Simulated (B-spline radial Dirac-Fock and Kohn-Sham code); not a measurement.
## As³⁺: non-radiative channels of the 3p1/2 vacancy

System: As³⁺, [Ar] 3d10 4s2, inside a Watson sphere of charge -3 and radius 2.2 Å (a model of the Madelung potential; inside it an electron's potential energy is raised by 19.6 eV).

Input of the calculation (task.json; shells as n, l, electrons):

```json
{"items": [{
  "Z": 33,
  "q": 3,
  "cfg": [[1, 0, 2], [2, 0, 2], [2, 1, 6], [3, 0, 2], [3, 1, 6], [3, 2, 10], [4, 0, 2]],
  "A": 75,
  "rrms": 4.0968,
  "watson": [-3, 2.2],
  "do": ["binding", "quiet", "decay"],
  "holes": ["K", "L1", "L2", "L3", "M1", "M2", "M3", "M4", "M5", "N1"]
}]}
```

Command: `python xray_run.py task.json out`

Method: one-electron (LDA, Dirac) transition rates at Dirac-Fock energies. Computed with a B-spline atomic structure program. Kinetic energies are configuration averages from the vacuum level; the two-hole energies are estimated from single-hole states.

```tsv
transition	kinetic energy (eV)	width (meV)	share (%)
M2-M4M4	13.69	520	15.6
M2-M4M5	13.98	2310	69.5
M2-M5M5	14.99	76.3	2.3
M2-M4N1	63.61	359	10.8
M2-M5N1	64.30	58.5	1.8
```

Coster-Kronig rates are the weakest part of this model and often come out 1.5 to 2.5 times too large. Super-Coster-Kronig decay this fast strains the one-particle picture, and such widths tend to come out too large. The listed channels hold 100 % of the non-radiative rate. Summed by principal shells, of 3.33 eV in all: MMM 87.4 %, MMN 12.5 %.
